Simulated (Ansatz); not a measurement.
Ansatz results at the PBE0-D4/def2-TZVP geometry: size of the dipole moment (PBE/def2-TZVPP) 0.06 D; zero-point energy (PBE0-D4/def2-TZVP) 82.0 kJ/mol; HOMO–LUMO gap (B3LYP/def2-TZVPP) 6.03 eV.

Each molecule was computed in one conformer, which needn't be the lowest.

Which molecule gave them?
A. `[F][Mg][O][SiH3]`
B. `[F][Mg][F]`
C. `[NH2][Mg][F]`
D. `[CH3][MgH]`

A. The others give `[CH3][MgH]`: 0.51, 102.6, 6.02; `[F][Mg][F]`: 0.00, 10.5, 7.86; `[NH2][Mg][F]`: 2.18, 67.8, 4.84.

B3LYP here is the variant with VWN-RPA as its local correlation; programs differ in this.
